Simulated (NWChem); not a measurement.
The numbers come from NWChem runs, not from measurements. System: C4H10S, charge 0, spin multiplicity 1, displaced from the optimised geometry. Level: BLYP/def2-SVP.

Input file:

```
start mol
memory heap 200 mb stack 900 mb global 1100 mb
geometry units angstroms nocenter noautoz noautosym
  C      2.629424    -0.065153    -0.257300
  C      1.152735     0.312742    -0.572069
  S      0.048104    -0.177319     0.857272
  C     -1.607297     0.455470     0.263807
  C     -2.272399    -0.383333    -0.866941
  H      2.995776     0.459455     0.666227
  H      3.299594     0.225426    -1.111550
  H      2.739910    -1.171164    -0.092498
  H      1.054026     1.421323    -0.737976
  H      0.809237    -0.204869    -1.508712
  H     -1.488524     1.531933    -0.041680
  H     -2.248965     0.452245     1.186437
  H     -2.402780    -1.452520    -0.549427
  H     -1.657355    -0.377235    -1.807251
  H     -3.285364     0.034157    -1.124898
end
basis spherical
  * library def2-svp
end
dft
  xc becke88 lyp
  semidirect memsize 60000000 filesize 0
  iterations 100
  tolerances tight
end
task dft gradient
```

Part of the output:

```
             Northwest Computational Chemistry Package (NWChem) 7.3.0
             --------------------------------------------------------

                                NWChem Input Module
                                -------------------

 Scaling coordinates for geometry "geometry" by  1.889725989
 (inverse scale =  0.529177249)

                             Geometry "geometry" -> ""
                             -------------------------

 Output coordinates in angstroms (scale by  1.889725989 to convert to a.u.)

  No.       Tag          Charge          X              Y              Z
 ---- ---------------- ---------- -------------- -------------- --------------
    1 C                    6.0000     2.62942400    -0.06515300    -0.25730000
    2 C                    6.0000     1.15273500     0.31274200    -0.57206900
    3 S                   16.0000     0.04810400    -0.17731900     0.85727200
    4 C                    6.0000    -1.60729700     0.45547000     0.26380700
    5 C                    6.0000    -2.27239900    -0.38333300    -0.86694100
    6 H                    1.0000     2.99577600     0.45945500     0.66622700
    7 H                    1.0000     3.29959400     0.22542600    -1.11155000
    8 H                    1.0000     2.73991000    -1.17116400    -0.09249800
    9 H                    1.0000     1.05402600     1.42132300    -0.73797600
   10 H                    1.0000     0.80923700    -0.20486900    -1.50871200
   11 H                    1.0000    -1.48852400     1.53193300    -0.04168000
   12 H                    1.0000    -2.24896500     0.45224500     1.18643700
   13 H                    1.0000    -2.40278000    -1.45252000    -0.54942700
   14 H                    1.0000    -1.65735500    -0.37723500    -1.80725100
   15 H                    1.0000    -3.28536400     0.03415700    -1.12489800

 Effective nuclear repulsion energy (a.u.)     229.2827551646

            Nuclear Dipole moment (a.u.)
            ----------------------------
        X                 Y               Z
 ---------------- ---------------- ----------------
    -0.0000056692     0.0000056692     0.0000113384


 Summary of "ao basis" -> "" (spherical)
 ------------------------------------------------------------------------------
       Tag                 Description            Shells   Functions and Types
 ---------------- ------------------------------  ------  ---------------------
 *                          def2-svp                  on all atoms

                                 NWChem DFT Module
                                 -----------------

 Summary of "ao basis" -> "ao basis" (spherical)
 ------------------------------------------------------------------------------
       Tag                 Description            Shells   Functions and Types
 ---------------- ------------------------------  ------  ---------------------
 C                          def2-svp                 6       14   3s2p1d
 S                          def2-svp                 8       18   4s3p1d
 H                          def2-svp                 3        5   2s1p

 Summary of "ao basis" -> "ao basis" (spherical)
 ------------------------------------------------------------------------------
       Tag                 Description            Shells   Functions and Types
 ---------------- ------------------------------  ------  ---------------------
 C                          def2-svp                 6       14   3s2p1d
 S                          def2-svp                 8       18   4s3p1d
[...]
 Vector   28  Occ=0.000000D+00  E= 4.972976D-02
              MO Center=  5.2D-01,  2.3D-01, -5.6D-02, r^2= 5.2D+00
   Bfn.  Coefficient  Atom+Function         Bfn.  Coefficient  Atom+Function
  ----- ------------  ---------------      ----- ------------  ---------------
    32      0.831767   3 S  s                81     -0.768989   7 H  s
     3      0.728852   1 C  s                41     -0.709591   3 S  pz
    17     -0.531226   2 C  s               101     -0.434572  11 H  s
    23     -0.421926   2 C  pz               54      0.410844   4 C  py
    53     -0.393072   4 C  px               22      0.332069   2 C  py

 center of mass
 --------------
 x =   0.00381201 y =  -0.01902527 z =   0.10612903

 moments of inertia (a.u.)
 ------------------
         227.350223230880         -16.513833369801         -19.001869628920
         -16.513833369801        1059.658190859691          -0.083855563545
         -19.001869628920          -0.083855563545         939.728095736488

     Multipole analysis of the density
     ---------------------------------

     L   x y z        total         alpha         beta         nuclear
     -   - - -        -----         -----         ----         -------
     0   0 0 0      0.000000    -25.000000    -25.000000     50.000000

     1   1 0 0     -0.099994     -0.049994     -0.049994     -0.000006
     1   0 1 0      0.251229      0.125612      0.125612      0.000006
     1   0 0 1     -0.473002     -0.236506     -0.236506      0.000011

     2   2 0 0    -28.120945   -284.923055   -284.923055    541.725164
     2   1 1 0     -0.227334     -5.081201     -5.081201      9.935068
     2   1 0 1     -0.916755     -6.530742     -6.530742     12.144728
     2   0 2 0    -30.941674    -36.436685    -36.436685     41.931697
     2   0 1 1     -0.080231     -1.197134     -1.197134      2.314037
     2   0 0 2    -31.227980    -68.819450    -68.819450    106.410920

            General Information
            -------------------
          SCF calculation type: DFT
          Wavefunction type:  closed shell.
          No. of atoms     :    15
          No. of electrons :    50
           Alpha electrons :    25
            Beta electrons :    25
          Charge           :     0
          Spin multiplicity:     1
          Use of symmetry is: off; symmetry adaption is: off
          Maximum number of iterations: 100
          AO basis - number of functions:   124
                     number of shells:    62
          Convergence on energy requested:  1.00D-06
          Convergence on density requested:  1.00D-05
          Convergence on gradient requested:  5.00D-04

              XC Information
              --------------
                    Becke 1988 Exchange Functional  1.000
              Lee-Yang-Parr Correlation Functional  1.000

             Grid Information
             ----------------
          Grid used for XC integration:  medium
          Radial quadrature: Mura-Knowles
          Angular quadrature: Lebedev.
          Tag              B.-S. Rad. Rad. Pts. Rad. Cut. Ang. Pts.
          ---              ---------- --------- --------- ---------
          C                   0.70       49          14.0       434
          S                   1.00       88          11.0       590
          H                   0.35       45          14.0       434
          Grid pruning is: on
          Number of quadrature shells:   734
          Spatial weights used:  Erf1

          Convergence Information
          -----------------------
          Convergence aids based upon iterative change in
          total energy or number of iterations.
          Levelshifting, if invoked, occurs when the
          HOMO/LUMO gap drops below (HL_TOL):  1.00D-02
          DIIS, if invoked, will attempt to extrapolate
          using up to (NFOCK): 10 stored Fock matrices.

                    Damping( 0%)  Levelshifting(0.5)       DIIS
                  --------------- ------------------- ---------------
          dE  on:    start            ASAP                start
          dE off:    2 iters        100 iters           100 iters

      Screening Tolerance Information
      -------------------------------
          Density screening/tol_rho:  1.00D-10
          AO Gaussian exp screening on grid/accAOfunc:  14
          CD Gaussian exp screening on grid/accCDfunc:  20
          XC Gaussian exp screening on grid/accXCfunc:  20
          Schwarz screening/accCoul:  1.00D-08

                            NWChem DFT Gradient Module
                            --------------------------

  charge          =   0.00
  wavefunction    = closed shell

                         DFT ENERGY GRADIENTS

    atom               coordinates                        gradient
                 x          y          z           x          y          z
   1 C       4.968891  -0.123121  -0.486226    0.000687   0.000168  -0.000554
   2 C       2.178353   0.590997  -1.081054   -0.002862  -0.001177   0.003183
   3 S       0.090903  -0.335084   1.620009    0.001681  -0.002983   0.005642
   4 C      -3.037351   0.860713   0.498523    0.003556  -0.001636   0.001198
   5 C      -4.294211  -0.724394  -1.638281   -0.000500   0.000233  -0.000251
   6 H       5.661196   0.868244   1.258986    0.003017   0.004055   0.007246
   7 H       6.235329   0.425993  -2.100525    0.005497   0.002105  -0.006462
   8 H       5.177679  -2.213179  -0.174796    0.001011  -0.008669   0.001363
   9 H       1.991820   2.685911  -1.394572   -0.000750   0.008509  -0.001500
  10 H       1.529236  -0.387146  -2.851052   -0.002605  -0.003789  -0.007474
  11 H      -2.812902   2.894934  -0.078764    0.000709   0.008410  -0.002103
  12 H      -4.249928   0.854619   2.242041   -0.005370   0.000396   0.006984
  13 H      -4.540596  -2.744865  -1.038266   -0.001085  -0.008479   0.002360
  14 H      -3.131947  -0.712871  -3.415209    0.004723  -0.000095  -0.007482
  15 H      -6.208438   0.064547  -2.125749   -0.007710   0.002951  -0.002151

                 ----------------------------------------
                 |  Time  |  1-e(secs)   |  2-e(secs)   |
                 ----------------------------------------
                 |  CPU   |       0.01   |       2.24   |
                 ----------------------------------------
                 |  WALL  |       0.01   |       2.24   |
                 ----------------------------------------

 Task  times  cpu:       10.8s     wall:       10.8s

 Total times  cpu:       10.8s     wall:       10.8s
```
